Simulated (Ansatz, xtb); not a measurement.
Ranking isomers of C5H4O2S

4 gas-phase structures of C5H4O2S, from a drawn sample of its isomers (lower ones may exist). Each was relaxed with GFN2-xTB; where two conformers were screened, the lower at r2SCAN-D4/def2-SVP//GFN2-xTB is listed:

A. `O=Cc1cc(S)co1`, a singlet
B. `O=Cc1cocc1S`, a singlet
C. `O=Cc1ccc(S)o1`, a singlet
D. `O=Cc1occc1S`, a singlet

Task: Make a reasoned guess at their ranking by r2SCAN-D4/def2-SVP//GFN2-xTB single-point energy.

Result: Calculated order at r2SCAN-D4/def2-SVP//GFN2-xTB: D (0.0), C (20.0), B (22.7), A (30.7) kJ/mol. Less than 1 kcal/mol parts C and B, so the order within that pair means little.

Energies above the lowest of each column, in kJ/mol; the last columns are at r2SCAN-D4/def2-SVP geometries:

```json
{"structure": "D", "GFN2-xTB": "0.0", "HF/STO-3G": "8.4", "r2SCAN-D4/def2-SVP//GFN2-xTB": "0.0", "r2SCAN-D4/def2-SVP": "0.0", "CCSD(T)/def2-SVP + ΔMP2/def2-TZVPP": "0.0"}
{"structure": "C", "GFN2-xTB": "17.4", "HF/STO-3G": "0.0", "r2SCAN-D4/def2-SVP//GFN2-xTB": "20.0", "r2SCAN-D4/def2-SVP": "20.9", "CCSD(T)/def2-SVP + ΔMP2/def2-TZVPP": "12.1"}
{"structure": "B", "GFN2-xTB": "16.2", "HF/STO-3G": "13.8", "r2SCAN-D4/def2-SVP//GFN2-xTB": "22.7", "r2SCAN-D4/def2-SVP": "22.3", "CCSD(T)/def2-SVP + ΔMP2/def2-TZVPP": "11.9"}
{"structure": "A", "GFN2-xTB": "25.3", "HF/STO-3G": "10.7", "r2SCAN-D4/def2-SVP//GFN2-xTB": "30.7", "r2SCAN-D4/def2-SVP": "31.2", "CCSD(T)/def2-SVP + ΔMP2/def2-TZVPP": "17.6"}
```

CCSD(T)/def2-SVP + ΔMP2/def2-TZVPP puts D lowest; HF/STO-3G picks C. CCSD(T)/def2-SVP + ΔMP2/def2-TZVPP orders those it was run on as D (0.0), B (11.9), C (12.1), A (17.6) kJ/mol. Less than 1 kcal/mol parts B and C, so the order within that pair means little. Some further structures that were screened fall inside this span and aren't listed. Flexible structures stand in one conformer each, not always the lowest. ΔMP2 is the change of the MP2 energy from the smaller to the larger basis.

Over these structures GFN2-xTB departs from r2SCAN-D4/def2-SVP//GFN2-xTB by 2.3 kJ/mol on average once a common shift is removed. A GFN2-xTB relaxation took about 0.24 s and the r2SCAN-D4/def2-SVP//GFN2-xTB energy about 5.6 s on a shared host (Ansatz 0.2.0, xtb 6.7.1).
